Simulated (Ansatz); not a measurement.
Geometry optimisation, RKS CAM-B3LYP-D4/def2-SVP (Ansatz).

Input file:

```yaml
crystal:
  periodic: [false, false, false]
  atoms:
    - { symbol: "N", position_ang: [-1.783, 0.811, -0.0758] }
    - { symbol: C, position_ang: [-0.6862, 1.1609, 0.7533] }
    - { symbol: Al, position_ang: [0.4361, -0.4525, 0.9479] }
    - { symbol: Si, position_ang: [1.4956, -1.4473, -0.9517] }
    - { symbol: H, position_ang: [-1.62874, -0.12162, -0.54642] }
    - { symbol: H, position_ang: [-2.63743, 0.59241, 0.62042] }
    - { symbol: H, position_ang: [-1.0025, 1.4745, 1.7671] }
    - { symbol: H, position_ang: [-0.0459, 2.0039, 0.2989] }
    - { symbol: H, position_ang: [0.7372, -1.053, 2.453] }
    - { symbol: H, position_ang: [2.2912, -0.4837, -1.6051] }
    - { symbol: H, position_ang: [0.3383, -1.88, -1.8391] }
    - { symbol: H, position_ang: [2.2342, -2.6201, -0.5269] }
basis:
  gaussian: { orbitals: def2-SVP }
hamiltonian:
  xc: cam_b3lyp
  dispersion: d4
relax:
  f_tol: 0.015
  max_steps: 40
```

Launched with:

```bash
$ ansatz run input.yaml --threads 2 --pin off --max-ram 3072MiB --backend cpu --events-out ev --progress --plain --runs-dir out
```

Where does it end, and by what steps?

The forces met the threshold. After 30 steps the energy has fallen by 1.438 eV; H11 moved furthest, 1.11 Å. Joined: N1–Al3 (2.75 → 2.02 Å).

```csv
step,energy less start (eV),largest force component (eV/Å),accepted
0,0.0000,4.152,yes
2,-0.6448,0.369,yes
4,-0.6741,0.775,yes
6,-0.7116,0.092,yes
8,-0.7591,0.413,yes
10,-0.8566,0.610,yes
12,-1.0681,2.348,yes
14,-1.3594,1.312,yes
16,-1.4192,0.227,yes
18,-1.4252,0.049,yes
20,-1.4285,0.132,yes
22,-1.4334,0.073,yes
24,-1.4359,0.092,yes
26,-1.4377,0.036,yes
28,-1.4383,0.024,yes
30,-1.4384,0.011,yes
```

```xyz
12
Properties=species:S:1:pos:R:3
N -1.521 0.106 0.505
C -0.609 1.315 0.650
Al 0.395 -0.334 0.971
Si 1.491 -1.362 -0.955
H -1.912 -0.015 -0.428
H -2.280 0.068 1.183
H -0.953 1.962 1.464
H -0.560 1.880 -0.287
H 0.493 -0.867 2.460
H 2.924 -0.958 -1.103
H 0.810 -0.951 -2.227
H 1.472 -2.857 -0.936
```

Whether the end is a true minimum wasn't checked by a vibrational analysis.

Run time: 35 s on 2 threads of AMD EPYC 9R45 96-Core Processor (Zen 5) (shared host), peak memory 0.28 GiB.
